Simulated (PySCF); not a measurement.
Species: 3,3-dimethylpentan-1-ol, C7H16O.
SMILES with atom numbers: `[CH3:1][CH2:2][C:3]([CH3:4])([CH3:5])[CH2:6][CH2:7][OH:8]` (hydrogens: H9, H10, H11 on C1; H12, H13 on C2; H14, H15, H16 on C4; H17, H18, H19 on C5; H20, H21 on C6; H22, H23 on C7; H24 on O8)

The same species was optimised twice, with GFN2-xTB and with PBE0-D3(BJ)/def2-SVP (PySCF), and the same property calculations (PySCF, gas phase) were run on both structures.

```
     coordinate  GFN2-xTB  PBE0-D3(BJ)/def2-SVP  change
      C6–C7 (Å)     1.530                 1.520  -0.010
      C7–O8 (Å)     1.411                 1.404  -0.007
      C1–C2 (Å)     1.525                 1.521  -0.004
      C2–C3 (Å)     1.540                 1.543  +0.003
      C3–C5 (Å)     1.534                 1.531  -0.003
      C3–C4 (Å)     1.534                 1.532  -0.002
      C3–C6 (Å)     1.539                 1.539   0.000
   C3–C6–C7 (°)     116.0                 117.1    +1.1
   C1–C2–C3 (°)     115.6                 116.5    +0.9
   C2–C3–C6 (°)     112.4                 111.7    -0.7
   C6–C7–O8 (°)     111.7                 112.1    +0.4
   C4–C3–C5 (°)     108.0                 108.3    +0.3
   C4–C3–C6 (°)     110.2                 110.4    +0.2
   C5–C3–C6 (°)     107.8                 108.0    +0.2
   C2–C3–C5 (°)     110.2                 110.1    -0.1
C1–C2–C3–C4 (°)      -178                  -178       0
C2–C3–C6–C7 (°)       -56                   -57      -1
C3–C6–C7–O8 (°)       178                   178       0
```

Rotational constants: A = 2432, B = 1322, C = 1097 MHz (GFN2-xTB) against A = 2416, B = 1323, C = 1096 MHz (PBE0-D3(BJ)/def2-SVP). Point groups within 0.08 Å: C1 and C1.

On the GFN2-xTB structure: HOMO (eV) -7.56 [PBE0/pcSseg-1]; LUMO (eV) 1.27 [PBE0/pcSseg-1]; dipole (D) 1.69 [PBE0/pcSseg-1]; GIAO shielding of C1 (ppm) 176.7 [PBE0/pcSseg-1]; GIAO shielding of C2 (ppm) 151.0 [PBE0/pcSseg-1]; GIAO shielding of C3 (ppm) 153.3 [PBE0/pcSseg-1]; GIAO shielding of C4/C5 (mean) (ppm) 155.3 [PBE0/pcSseg-1]; GIAO shielding of C6 (ppm) 139.5 [PBE0/pcSseg-1]; GIAO shielding of C7 (ppm) 123.1 [PBE0/pcSseg-1]; GIAO shielding of O8 (ppm) 297.9 [PBE0/pcSseg-1].

**Question.** What do these properties become on the PBE0-D3(BJ)/def2-SVP structure?

**Answer.** 
```tsv
property	level	on GFN2-xTB	on PBE0-D3(BJ)/def2-SVP	change
HOMO (eV)	PBE0/pcSseg-1	-7.56	-7.60	-0.04
LUMO (eV)	PBE0/pcSseg-1	1.27	1.23	-0.04
dipole (D)	PBE0/pcSseg-1	1.69	1.67	-0.02
energy, GFN2-xTB geometry as zero (kcal/mol)	PBE0/pcSseg-1	0.0	-0.6	-0.6
GIAO shielding of C1 (ppm)	PBE0/pcSseg-1	176.7	174.7	-2.0
GIAO shielding of C2 (ppm)	PBE0/pcSseg-1	151.0	149.8	-1.2
GIAO shielding of C3 (ppm)	PBE0/pcSseg-1	153.3	153.0	-0.3
GIAO shielding of C4/C5 (mean) (ppm)	PBE0/pcSseg-1	155.3	153.4	-1.9
GIAO shielding of C6 (ppm)	PBE0/pcSseg-1	139.5	138.6	-0.9
GIAO shielding of C7 (ppm)	PBE0/pcSseg-1	123.1	123.3	+0.2
GIAO shielding of O8 (ppm)	PBE0/pcSseg-1	297.9	298.3	+0.4
```

The heavy atoms differ by 0.010 Å rms after alignment. Among bonds between heavy atoms C6–C7 changes most (-0.010 Å). Changes are differences of the printed values. Neither structure is proved a minimum here.

The values belong to the conformer `[CH3:1][CH2:2][C:3]([CH3:4])([CH3:5])[CH2:6][CH2:7][OH:8]`: C1–C2–C3–C4 -178°, C2–C3–C6–C7 -57°, C3–C6–C7–O8 178°, H–O8–C7–C6 58°.
